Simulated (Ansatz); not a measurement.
C$_{4}$H$_{9}$Cl, charge +1, doublet, geometry from GFN2-xTB (a state made from the parent by changing its charge; the spin is typed, not shown lowest); B3LYP/STO-3G (Ansatz, a quantum-chemistry and plane-wave program).

Ansatz was given this input:
Ansatz 0.2 input:
```yaml
crystal:
  periodic: [false, false, false]
  atoms:
    - {symbol: C, position_ang: [-0.35803721, 1.42919133, -0.66345402]}
    - {symbol: C, position_ang: [-0.01241224, -0.07450110, -0.33139039]}
    - {symbol: C, position_ang: [1.31357077, -0.40822820, -0.97257391]}
    - {symbol: C, position_ang: [-1.17741942, -0.93407452, -0.76105632]}
    - {symbol: Cl, position_ang: [0.12768531, -0.02109610, 1.45127205]}
    - {symbol: H, position_ang: [-0.46140612, 1.48330987, -1.74626188]}
    - {symbol: H, position_ang: [-1.29077598, 1.72560022, -0.19253743]}
    - {symbol: H, position_ang: [0.43992807, 2.09095065, -0.33949680]}
    - {symbol: H, position_ang: [2.11353085, 0.25924918, -0.65572346]}
    - {symbol: H, position_ang: [1.62046295, -1.41998125, -0.69775470]}
    - {symbol: H, position_ang: [1.22826438, -0.35729178, -2.05588240]}
    - {symbol: H, position_ang: [-1.29587609, -0.89013610, -1.84154992]}
    - {symbol: H, position_ang: [-2.11539944, -0.63347510, -0.29663208]}
    - {symbol: H, position_ang: [-1.00359029, -1.97391709, -0.47493833]}
basis:
  gaussian:
    orbitals: STO-3G
    final_grid: {core_spheres: 10, valence_spheres: 20, degree: 41}
hamiltonian:
  xc: b3lyp
total_charge: 1
magnetization: {spin_polarized: true, initial_magnetization: 1}
```

Output, abridged:

```
Functional definition: B3LYP
505 factors; integrals over basis functions are off by at most 2.9e-5 eV
mean field evaluation 1: about -16620.7466 eV, gradient 9.5e0 eV
mean field evaluation 2: about -16620.6223 eV, gradient 1.1e1 eV
mean field evaluation 4: about -16621.2844 eV, gradient 9.3e-1 eV
mean field evaluation 8: about -16621.2319 eV, gradient 1.8e-2 eV
mean field evaluation 16: about -16621.2319 eV, gradient 8.0e-5 eV
mean field -16621.23185599 eV, -610.8190044320 hartree, gradient 1.1e-5 eV, S^2 0.750692; 1 other end points of the search recorded, 0 dependent functions left out
reference -16621.23206161 eV, -610.8190119884 hartree; 25, 24 occupied and 13, 14 virtual orbitals, 505 factors
Total energy: -16621.23206161 eV, -610.8190119884 hartree
```
